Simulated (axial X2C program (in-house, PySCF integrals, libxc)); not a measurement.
**SnCl⁺: cheaper levels and CCSD(T), two-component**

Calculated with an axial X2C code built on PySCF integrals. Two-component (2c) means X2C with spin–orbit coupling and atomic mean-field two-electron Coulomb and Gaunt terms. Basis: Sn dyall-cv3z [11s12p9d4f1g], Cl dyall-av3z [9s8p3d2f] (cores contracted in-house); Gaussian nuclei, density fitting, unrestricted open shells. Masses: Sn 119.902 u, Cl 34.969 u.

State: Ω = 0 (closed shell); fragments Sn+ + Cl.

```
level  Re (Å)  ωe (cm⁻¹)  De (eV)
 PBE0   2.265      427.1      n/a
   HF   2.263      438.7     2.37
  MP2   2.275      429.7     3.87
 CCSD   2.275      428.3     3.56
 BP86   2.291      405.1      n/a
```

Correlated methods: 10 electrons correlated (number of frozen shells: Sn 4 s, 3 p, 2 d; Cl 2 s, 1 p), 258 virtual spin orbitals or spinors in MP2, 90 natural virtuals in coupled cluster.

CCSD(T), same Hamiltonian and basis:

Re = 2.282 Å, ωe = 422.6 cm⁻¹, De = 3.71 eV; T1 = 0.015 (Lee–Taylor normalisation).

**Question.** Give the differences from CCSD(T) in the columns below.

**Answer.** 

```json
{"level": "PBE0", "ΔRe (Å)": "-0.017", "Δωe (cm⁻¹)": "4", "ΔDe (eV)": "n/a"}
{"level": "HF", "ΔRe (Å)": "-0.019", "Δωe (cm⁻¹)": "16", "ΔDe (eV)": "-1.34"}
{"level": "MP2", "ΔRe (Å)": "-0.007", "Δωe (cm⁻¹)": "7", "ΔDe (eV)": "0.16"}
{"level": "CCSD", "ΔRe (Å)": "-0.007", "Δωe (cm⁻¹)": "6", "ΔDe (eV)": "-0.15"}
{"level": "BP86", "ΔRe (Å)": "0.009", "Δωe (cm⁻¹)": "-18", "ΔDe (eV)": "n/a"}
```

One determinant describes the state; a PBE0 search over occupations chose it and may have missed a lower one. Closed shells are restricted here (equal orbitals for both partners); the stretched side of such a curve lies too high. Dissociation energies refer to the lowest single-determinant-based atoms at the same level and basis. De is not given where an atomic determinant may have missed its ground term or J level, or where the truncated virtual space spoils (T). CCSD and (T) use frozen natural virtuals with an MP2 correction for the truncation; (T) itself is uncorrected, so its De runs slightly low. The functionals have no current-density term, which raises determinants with orbital currents, atoms included. With the outer-core shells frozen, correlated bond lengths of heavy atoms tend to come out a few hundredths of an ångström too long.
